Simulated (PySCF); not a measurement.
Sn(F)3(OSiH3) (F3H3OSiSn), SMILES [F][Sn]([F])([F])[O][SiH3].

The structure is a stationary point at PBE0-D3(BJ)/def2-SVP. The structure was generated by enumeration; whether it is a known compound was not checked. The def2 effective core potentials stand for the cores of Sn; spin–orbit coupling is left out. The values are those of a single conformer.

Calculation: PBE0-D3(BJ)/def2-SVP (PySCF).

Frequencies are harmonic and unscaled.

```
mode  ν (cm⁻¹)  IR (km/mol)  moving atoms (share of kinetic energy)
----  --------  -----------  --------------------------------------
1           21          0.1         F 35 %, O 25 %, Si 22 %, H 15 %
2           60          0.0                                  H 93 %
3           62          1.1                  F 52 %, Si 29 %, H 8 %
4          138          0.0                          F 79 %, O 20 %
5          150          3.0                 F 75 %, O 11 %, Si 10 %
6          181         50.1                         F 73 %, Sn 16 %
7          185         42.1                 F 46 %, O 30 %, Sn 21 %
8          200         48.1         F 39 %, Sn 26 %, O 22 %, Si 9 %
9          496          9.5        O 45 %, Si 27 %, Sn 13 %, H 11 %
10         655         42.9                                  F 90 %
11         684         53.3                         F 82 %, Sn 17 %
12         686         49.0                         F 82 %, Sn 17 %
13         718         67.3                          H 83 %, Si 8 %
14         723         65.0                  H 78 %, O 11 %, Si 9 %
15         942         76.5                                  H 96 %
16         951         67.8                                  H 95 %
17         961        658.5                 O 55 %, Si 25 %, H 19 %
18         996         24.7                          H 74 %, O 25 %
19        2244         67.2                                  H 98 %
20        2247        128.5                                  H 96 %
21        2273        103.0                                  H 96 %
```
